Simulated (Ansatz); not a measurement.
Gas-phase electronic energies from Ansatz, PBE0-D4/def2-TZVP geometries. CCSD(T)/CBS adds triple-zeta CCSD(T) − MP2 to the extrapolated MP2 energy (def2 sets, frozen cores). This one scheme is used for every species. Functionals use def2-TZVPP. def2 core potentials past Kr. For Sn outer-core shells are correlated without core-valence functions, which leaves a few kJ/mol of doubt a bond. Each species was taken in one conformer, which may not be the lowest.

Reaction (formal exchange of groups at the Sn–C bond): `C#[C][SnH2][Cl]` + `CF` → `F[CH2][SnH2][Cl]` + `C#C`

| level | ΔE (kJ/mol) |
| --- | --- |
| B2PLYP | 52.6 |
| PBE0 | 47.8 |
| HF/def2-QZVPP | 64.8 |
| MP2/CBS(def2) | 55.6 |

**Question.** What does CCSD(T)/CBS give? (Best estimate.)

**Answer.** Computed: +51.7 kJ/mol. The listed levels differ from it by 0.9, -3.9, 13.1, 3.9 kJ/mol.

Largest T1 diagnostic among the species: 0.013.

From PBE to PBE0 (25 % exact exchange), in def2-TZVPP and without D4, ΔE moves by +6.1 kJ/mol. In def2-TZVPP, CCSD(T) changes the Hartree–Fock value by −7.7 kJ/mol (the triples alone add −0.2 kJ/mol) and MP2 by −3.8 kJ/mol.
